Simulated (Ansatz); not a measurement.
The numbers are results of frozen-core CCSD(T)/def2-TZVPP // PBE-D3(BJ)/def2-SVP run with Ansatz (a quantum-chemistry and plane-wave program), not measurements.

Ansatz 0.2 input:
```yaml
crystal:
  periodic: [false, false, false]
  atoms:
    - { symbol: Ti, position_ang: [-0.008631, -0.022378, -0.000693] }
    - { symbol: Cl, position_ang: [-0.449591, -2.180537, -0.115391] }
    - { symbol: C, position_ang: [-1.192817, 0.914582, 1.39583] }
    - { symbol: H, position_ang: [-0.850887, 0.639651, 2.417396] }
    - { symbol: H, position_ang: [-2.257588, 0.622657, 1.273396] }
    - { symbol: H, position_ang: [-1.089842, 2.013842, 1.255789] }
    - { symbol: C, position_ang: [-0.331609, 0.909437, -1.805648] }
    - { symbol: H, position_ang: [0.122067, 1.924643, -1.757795] }
    - { symbol: H, position_ang: [-1.42513, 1.002579, -1.984272] }
    - { symbol: H, position_ang: [0.129388, 0.335203, -2.637428] }
    - { symbol: C, position_ang: [1.950209, 0.317759, 0.526414] }
    - { symbol: H, position_ang: [2.057749, 1.394176, 0.787711] }
    - { symbol: H, position_ang: [2.612826, 0.079414, -0.333976] }
    - { symbol: H, position_ang: [2.240263, -0.306903, 1.397983] }
basis:
  gaussian: { orbitals: def2-TZVPP }
correlation:
  method: ccsd_t
```

Output:

```
Functional definition: HF
1941 factors; integrals over basis functions are off by at most 1.3e-3 eV
mean field evaluation 1: about -38817.8801 eV, gradient 5.7e1 eV
mean field evaluation 2: about -38818.0311 eV, gradient 5.8e1 eV
mean field evaluation 4: about -38825.9671 eV, gradient 9.2e0 eV
mean field evaluation 8: about -38826.2793 eV, gradient 9.1e-1 eV
mean field evaluation 16: about -38826.2836 eV, gradient 1.6e-6 eV
mean field -38826.28357163 eV, -1426.8396038571 hartree, gradient 1.5e-6 eV, S^2 0.000000; 0 other end points of the search recorded, 0 dependent functions left out
13 core orbitals not correlated
reference -38826.28357163 eV, -1426.8396038571 hartree; 20, 20 occupied and 292, 292 virtual orbitals, 1941 factors
second order -31.86389119 eV of doubles, -0.00000000 eV of singles
cycle   1  -32.09178009 eV  change   -2.3e-1 eV  update   2.1e-1
cycle   2  -33.01298137 eV  change   -9.2e-1 eV  update   1.2e-1
cycle   3  -33.35038022 eV  change   -3.4e-1 eV  update   4.5e-2
cycle   4  -33.35808184 eV  change   -7.7e-3 eV  update   1.6e-2
cycle   5  -33.34336860 eV  change    1.5e-2 eV  update   6.8e-3
cycle   6  -33.33996777 eV  change    3.4e-3 eV  update   2.7e-3
cycle   7  -33.33985527 eV  change    1.1e-4 eV  update   9.7e-4
cycle   8  -33.33998911 eV  change   -1.3e-4 eV  update   4.4e-4
cycle   9  -33.34022793 eV  change   -2.4e-4 eV  update   2.4e-4
cycle  10  -33.34039933 eV  change   -1.7e-4 eV  update   1.1e-4
cycle  11  -33.34027796 eV  change    1.2e-4 eV  update   6.3e-5
cycle  12  -33.34024401 eV  change    3.4e-5 eV  update   4.0e-5
perturbative correction -1.67815316 eV, -0.0616709912 hartree
Total energy: -38861.30196881 eV, -1428.1265062170 hartree
```

Cost: roughly 80 core-minutes.
